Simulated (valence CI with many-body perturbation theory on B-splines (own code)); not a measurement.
The numbers below are computed, except where a source is named.
# Ladder of approximations for Yb⁴⁸⁺

Level of theory: configuration interaction combined with many-body perturbation theory (CI+MBPT): four valence electrons over a frozen Dirac-Fock core [Ar], radial functions for each j: 9 s, 9 p, 10 d, 8 f, 5 g, 3 h, 1 i, with the one-electron correlation potential Σ1 (screened to all orders), the two-electron term Σ2, the three-electron term Σ3, Breit, model QED; selected single and double excitations, second order for the rest (own B-spline code, finite nucleus).

No measured spectrum was set against this ion. As an estimate, large intervals hold to a few tenths of a per cent, small ones and those within an open d or f shell to about a per cent. The list stops below the first excitations out of the core. Only levels of the ground parity were solved; by the run's estimate the other parity begins above the list, which can be wrong where configurations are misplaced.

Each rung adds one term. CI alone is the Dirac-Coulomb CI over the frozen core; QED comes last and gives the full result, which names the levels. Energies are above (3d3/2^4) J=0 on the same rung, in cm⁻¹.

Levels are named by their leading jj configuration (3d3/2^4 stands for four electrons in 3d with j = 3/2), which in mixed levels can hold well under half, so a name can repeat and another be missing. Letters in brackets count levels of one name in rising energy.

```
                    Level  CI alone     + Σ1     + Σ2     + Σ3  + Breit     Full
      (3d3/2^3 3d5/2) J=1    387750   389577   393587   394795   383288   384519
      (3d3/2^3 3d5/2) J=4    490500   492383   496609   496389   474047   475282
      (3d3/2^3 3d5/2) J=2    503650   505642   507327   508618   491943   493252
      (3d3/2^3 3d5/2) J=3    532175   534150   535849   536343   518928   520216
(3d3/2^2 3d5/2^2) J=0 [a]    844223   847891   853308   853243   832264   834710
(3d3/2^2 3d5/2^2) J=2 [a]    853554   857142   862079   864008   840819   843206
(3d3/2^2 3d5/2^2) J=4 [a]    873276   876984   884805   885788   853870   856339
(3d3/2^2 3d5/2^2) J=3 [a]    885949   889654   895304   896369   868996   871454
    (3d3/2^2 3d5/2^2) J=5    923146   926859   934903   935534   898479   900929
    (3d3/2^2 3d5/2^2) J=6    951098   954833   964337   964575   920304   922762
    (3d3/2^2 3d5/2^2) J=1    951345   955123   957230   958633   933315   935803
(3d3/2^2 3d5/2^2) J=3 [b]    984853   988570   990451   991118   960944   963376
(3d3/2^2 3d5/2^2) J=4 [b]    989794   993570   997973   997489   961919   964391
(3d3/2^2 3d5/2^2) J=2 [b]    999596  1003380  1004150  1005680   975718   978192
(3d3/2^2 3d5/2^2) J=2 [c]   1089510  1093350  1093420  1094430  1069580  1072060
(3d3/2^2 3d5/2^2) J=4 [c]   1134050  1137940  1138170  1139620  1108980  1111490
(3d3/2^2 3d5/2^2) J=2 [d]   1224590  1228580  1224410  1225670  1200470  1203020
(3d3/2^2 3d5/2^2) J=0 [b]   1328590  1332890  1328120  1329820  1306930  1309680
  (3d3/2 3d5/2^3) J=4 [a]   1333800  1339280  1348110  1348510  1308120  1311760
```

(1) How does the ionisation energy move along the ladder, and which term matters most?

## Answers

(1) CI alone 4230.8, + Σ1 4233.3, + Σ2 4242.0, + Σ3 4242.2, + Breit 4238.3, + QED 4238.5 eV. The largest step is Σ2, 8.7 eV. NIST lists 4238 ± 4 eV (theoretical).
